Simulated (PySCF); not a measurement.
A side-by-side comparison of computed properties.

First species: C₅H₅F.
Cartesian coordinates in Å at the PBE0-D3(BJ)/def2-SVP level; atoms count from 1:
```xyz
11
C5H5F angstrom
C      2.5705    0.7510   -0.3929
C      1.4375    0.3171    0.0853
C      0.3007   -0.1237    0.5822
C     -0.9584   -0.1560   -0.1512
C     -2.1272   -0.5996    0.3207
F     -0.8775    0.3124   -1.3972
H      2.8618    1.8029   -0.2971
H      3.2634    0.0789   -0.9116
H      0.2724   -0.4959    1.6121
H     -3.0176   -0.5838   -0.3083
H     -2.1967   -0.9789    1.3397
```

Second species: C5H6F4S.
Numbering: `[CH3:1][S:2]/[CH:3]=[C:4](/[F:5])[CH2:6][C:7]([F:8])([F:9])[F:10]` (hydrogens: H11, H12, H13 on C1; H14 on C3; H15, H16 on C6)

Levels: PBE0/def2-SVPD for dipole moment, HOMO energy, LUMO energy, HOMO–LUMO gap, static isotropic polarisability and electronic spatial extent ⟨r²⟩ about the centre of nuclear charge; TDDFT PBE0/def2-SVPD for lowest singlet excitation; TDA PBE0/def2-SVPD for lowest triplet excitation (Tamm–Dancoff); ΔSCF PBE0/def2-SVPD for vertical ionisation energy; PBE0-D3(BJ)/def2-SVP for rotational constant A and rotational constant C. Geometries: PBE0-D3(BJ)/def2-SVP. All species are isolated and taken at one optimised geometry, non-relativistic unless stated. Electronic properties by PySCF.

The conformers computed, where there is a choice (atom-mapped SMILES and torsion angles):
- `[CH2:1]=[C:2]=[CH:3][C:4](=[CH2:5])[F:6]`: C2–C3–C4–C5 180°
- `[CH3:1][S:2]/[CH:3]=[C:4](/[F:5])[CH2:6][C:7]([F:8])([F:9])[F:10]`: C1–S2–C3–C4 136°, C3–C4–C6–C7 97°, C4–C6–C7–F8 59°

Values for the first species:

```
Dipole moment                                                     : 1.36 D
HOMO energy                                                       : -6.88 eV
LUMO energy                                                       : -0.97 eV
HOMO–LUMO gap                                                     : 5.91 eV
Lowest singlet excitation                                         : 5.23 eV
Lowest triplet excitation (Tamm–Dancoff)                          : 3.25 eV
Static isotropic polarisability                                   : 70.5 au
Vertical ionisation energy                                        : 8.80 eV
Electronic spatial extent ⟨r²⟩ about the centre of nuclear charge : 653 bohr²
Rotational constant A                                             : 9.622 GHz
Rotational constant C                                             : 1.801 GHz
```

(1) Estimate the same properties for the second species, and the change in each.

## Answers

(1) 
```
                                                         property      first      second  second less first
                                                    dipole moment     1.36 D      3.63 D            +2.27 D
                                                      HOMO energy   -6.88 eV    -6.67 eV           +0.21 eV
                                                      LUMO energy   -0.97 eV    -0.55 eV           +0.42 eV
                                                    HOMO–LUMO gap    5.91 eV     6.12 eV           +0.21 eV
                                        lowest singlet excitation    5.23 eV     5.14 eV           -0.09 eV
                         lowest triplet excitation (Tamm–Dancoff)    3.25 eV     3.72 eV           +0.47 eV
                                  static isotropic polarisability    70.5 au     87.2 au           +16.7 au
                                       vertical ionisation energy    8.80 eV     8.63 eV           -0.17 eV
electronic spatial extent ⟨r²⟩ about the centre of nuclear charge  653 bohr²  1978 bohr²        +1325 bohr²
                                            rotational constant A  9.622 GHz   1.851 GHz         -7.771 GHz
                                            rotational constant C  1.801 GHz   0.544 GHz         -1.257 GHz
```

On the first: The ΔSCF ionisation energy exceeds −ε(HOMO) by 1.92 eV with PBE0. No computed singlet falls in the visible range (750 to 380 nm, 1.65 to 3.26 eV); S1 lies 1.97 eV above its blue end.

On the second: The polarisability is 12.92 Å³ as a volume (1 au = 0.148185 Å³), or 0.99 au for each of the 88 electrons. The vertical singlet–triplet gap S1 − T1 is 1.42 eV (TDDFT singlet less Tamm–Dancoff triplet; S1: HOMO→LUMO, weight 0.87; T1: HOMO→LUMO, weight 0.82).
